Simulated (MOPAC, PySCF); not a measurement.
Torsion H5–O1–B2–I4 in BH2IO2 (SMILES OB(O)I); at each angle all else is relaxed with GFN2-xTB, and the levels are single points there.
Geometry at 0° (charge 0, multiplicity 1):
```xyz
6

O      0.215     1.348    -0.190
B      0.223     0.022    -0.121
O      0.146    -0.679    -1.247
I      0.360    -0.984     1.798
H      0.269     1.879     0.604
H      0.150    -1.634    -1.229
```

On the grid 0° to 330°, 90° is the highest and 0° the lowest point at MP2/CBS(def2-TZVPP, def2-QZVPP) + ΔCCSD(T)/def2-TZVPP.

Rows in 3-21G carry no dispersion term and start afresh at each structure; the Pople sets are all-electron and without relativity. The state reached by PM3, PM7 isn't checked; PM7 holds dispersion and hydrogen-bond terms.

Codes used: MOPAC for PM3, PM7 (differences of heats of formation); PySCF for 3-21G rows. 

**Question.** One of these levels gives 2.92 kcal/mol for the energy at 90° less that at 0°. Which?
A. PM7
B. PM3
C. B3LYP/3-21G

**Answer.** A, PM7. The others give 7.77 (PM3), 7.12 (B3LYP/3-21G)
